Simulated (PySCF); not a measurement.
BH3N, SMILES [NH]B, multiplicity 2. Atoms are numbered in the order given.

```xyz
5

B     -0.0139    -0.6916     0.0000
N      0.0536     0.6354     0.0000
H      0.9743    -1.3737     0.0000
H     -1.0988    -1.2228     0.0000
H     -0.1815     1.6069     0.0000
```
Charge 0, spin multiplicity 2.

Coordinates come from a B3LYP-D3(BJ)/def2-TZVP optimisation. The isomer is the one that the SMILES or the coordinates give; other isomers of the formula were not compared.

Method: PBE/def2-TZVPD (PySCF).

Isolated molecule, no solvent.

```
Item                                                                                                            Result
---------------------------------------------------------------------------------------------  -----------------------
total energy                                                                                         -81.26837 hartree
point group                                                                                                         Cs
α spin, highest occupied and lowest empty level                                                     -6.33 and -0.85 eV
β spin, highest occupied and lowest empty level                                                     -7.22 and -4.52 eV
dipole moment                                                                                                   1.18 D
quadrupole, principal values (traceless, Buckingham form, about the centre of nuclear charge)   -1.95, -1.61, 3.56 D·Å
mean static polarisability                                                                        28.0 bohr³ (4.15 Å³)
polarisability, principal values                                                                21.3, 25.4, 37.4 bohr³
⟨S²⟩                                                                                           0.755 (pure state 0.75)
```
